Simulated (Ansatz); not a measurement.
Ideal-gas functions of FGaH₂Se (`[F][GaH][SeH]`) at 500 K and 1 bar, from an Ansatz frequency run at PBE0-D4/def2-TZVP.

Molar mass 169.7 g/mol, point group Cs (symmetry number 1), electronic degeneracy 1, moments of inertia 37.567, 274.142, 311.709 u Å². Harmonic wavenumbers (cm⁻¹, unscaled): 134, 261, 304, 450, 573, 646, 683, 2038, 2442.

Use S(trans) = R[1.5 ln M + 2.5 ln T − 1.1517]; rotational temperatures θ = 24.2544 K / I; S(rot) = R[ln(√π/σ · √(T³/θAθBθC)) + 1.5]; for each mode x = 1.438777 ν̃/T, S = R[x/(eˣ − 1) − ln(1 − e⁻ˣ)] and H = RT x/(eˣ − 1); 1 cm⁻¹ = 0.0119627 kJ/mol; R = 8.31446 J/(mol·K).

**Question.** By hand: the entropy, in J/(mol·K).

**Answer.** Translation 183.6. Rotation: θ = 0.6456, 0.0885, 0.0778 K, giving 117.3. Vibration, mode by mode: 16.29, 10.89, 9.69, 6.72, 5.04, 4.26, 3.92, 0.16, 0.06, in all 57.0. Electronic 0.0. Sum 357.9 J/(mol·K).

**Question.** By hand: H − E and G − E in kJ/mol, counted from the electronic energy.

**Answer.** Zero-point energy ½ × 7531 × 0.0119627 = 45.0; thermal vibration 15.3; translation, rotation and pV give 4 RT = 16.6. H − E = 76.9 kJ/mol, and G − E = 76.9 − 500 × 357.9/1000 = -102.0 kJ/mol.

Vibration gives 16 % of the entropy, 16.3 J/(mol·K) of it from the mode under 150 cm⁻¹: soft modes count most, and the harmonic formula is weakest for them. The sum counts one conformer and one mirror image; others add a mixing term.
